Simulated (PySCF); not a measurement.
C4H10Br2Sn, SMILES [CH2]([Sn]([Br])([CH2]C)[Br])C (GFN2-xTB optimised geometry):

```
17

C     -0.929    -1.252    -3.170
C     -1.553    -2.039    -2.050
Sn    -0.945    -1.227     0.000
Br    -1.590     1.227     0.000
Br     1.590    -1.227     0.000
C     -1.550    -2.076     2.034
C     -0.929    -3.420     2.307
H     -1.242    -0.210    -3.147
H     -1.243    -1.676    -4.125
H      0.158    -1.292    -3.128
H     -1.234    -3.078    -2.052
H     -2.639    -1.988    -2.067
H     -1.223    -1.323     2.749
H     -2.637    -2.117     2.026
H     -1.210    -3.745     3.309
H     -1.275    -4.173     1.602
H      0.157    -3.373     2.265
```

Calculation: PBE0/def2-SVP, def2 effective core potentials past Kr run with PySCF.

Task: What are the frontier orbital energies and the dipole moment?

Result: HOMO-2 -7.97 eV, HOMO-1 -7.82 eV, HOMO -7.44 eV, LUMO -1.47 eV, LUMO+1 -0.14 eV; dipole moment 4.10 D.

On the same geometry PBE/def2-SVP, def2 effective core potentials past Kr (PySCF 2.14.0) gives HOMO-2 -6.64 eV, HOMO-1 -6.49 eV, HOMO -6.26 eV, LUMO -2.29 eV, LUMO+1 -0.88 eV; dipole moment 3.90 D.
